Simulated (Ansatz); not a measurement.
Coupled-cluster diagnostics for B6Pt⁺, Ansatz.

Geometry of the doublet (r2SCAN-D4/def2-SVP):

```xyz
7

Pt   -0.241    0.032    1.427
B    -0.323   -1.838    0.077
B    -1.097   -0.623   -0.584
B     1.232    0.605   -0.217
B    -0.833    0.953   -0.575
B     0.293    1.842    0.099
B     0.969   -0.971   -0.227
```

In the def2 sets Pt takes a core potential; there is no spin–orbit coupling. Correlated methods freeze 6 core orbitals; core or outer-core shells of Pt are correlated, in sets that lack core-valence functions. Another isomer (doublet) lies 1.15 eV lower at PBE0-D4/def2-TZVP; other spin states weren't run for this one.

(1) Estimate the CCSD(T) correlation energy, the shares of MP2 and (T), T1 and the reference's ⟨S²⟩ for: charge 1, doublet, own geometry in def2-SVP; and the rough time on 4 threads of Intel Xeon 6975P-C on a shared host.

## Answers

(1) 
```
                          state     basis  correlation (eV)  MP2 share (%)  (T) share (%)     T1  ⟨S²⟩ (pure)  wall time            remarks
charge 1, doublet, own geometry  def2-SVP           -23.881           95.9            6.8  0.048  1.36 (0.75)       19 s  spin-contaminated
```
Customary marks for T1 are 0.02 (closed shells), 0.045 (open shells) and about 0.05 (3d metals). T1 exceeds 0.02 in 1 of 1 rows and 0.045 in 1; the higher it lies, the less the single-reference result can be trusted.
